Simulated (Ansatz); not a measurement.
Reaction (hydrogenolysis of a C–Te bond): `C/C=N\C[TeH]` + H₂ → `C/C=N/C` + H₂Te

Isolated molecules relaxed with PBE0-D4/def2-TZVP in Ansatz; ΔE leaves out vibrations. CBS: MP2 limit from def2 TZ/QZ plus the TZ coupled-cluster correction, frozen cores. This one scheme is used for every species. Double bonds are as drawn, so ΔE can hold a change between cis and trans. Functionals use def2-TZVPP. B3LYP here is the variant with VWN-RPA as its local correlation; programs differ in this. Elements past krypton have def2 core potentials. For Te outer-core shells are correlated without core-valence functions, which leaves a few kJ/mol of doubt a bond. Each species was taken in one conformer, which may not be the lowest.

`C/C=N\C[TeH]`:

Cartesian coordinates in Å:
```
C 0.379 -1.553 0.337
C -0.464 -0.527 1.024
N -0.497 0.719 0.792
C 0.368 1.279 -0.191
Te -0.489 1.205 -2.188
H 0.242 -2.538 0.781
H 0.109 -1.608 -0.724
H 1.443 -1.299 0.385
H -1.148 -0.883 1.797
H 0.528 2.336 0.010
H 1.338 0.781 -0.306
H -1.809 2.088 -1.718
```

H₂:

Z-matrix (Å, degrees):
```
H
H 1 0.746
```

`C/C=N/C`:

Cartesian coordinates in Å:
```
C 0.820 -0.619 -1.545
C 0.283 0.122 -0.373
N -0.455 -0.421 0.492
C -0.921 0.385 1.588
H 0.500 -0.143 -2.478
H 1.914 -0.599 -1.541
H 0.477 -1.653 -1.530
H 0.563 1.186 -0.293
H -0.593 -0.062 2.530
H -0.572 1.428 1.549
H -2.014 0.378 1.601
```

H₂Te:

Cartesian coordinates in Å:
```
Te -0.585 -0.437 -0.267
H 0.252 -0.353 1.159
H 0.333 0.791 -0.893
```

```csv
level,ΔE (eV)
r2SCAN-D4,-0.65
B3LYP-D4,-0.66
SCS-MP2/def2-TZVPP,-0.64
HF/CBS(def2),-1.09
```

Task: What does CCSD(T)/CBS give? (Best estimate.)

Result: Computed: -0.60 eV. The listed levels differ from it by -0.05, -0.06, -0.04, -0.49 eV.

Largest T1 diagnostic among the species: 0.012.

From PBE to PBE0 (25 % exact exchange), in def2-TZVPP and without D4, ΔE moves by −0.07 eV. In def2-TZVPP, CCSD(T) changes the Hartree–Fock value by +0.42 eV (the triples alone add +0.10 eV) and MP2 by +0.55 eV.
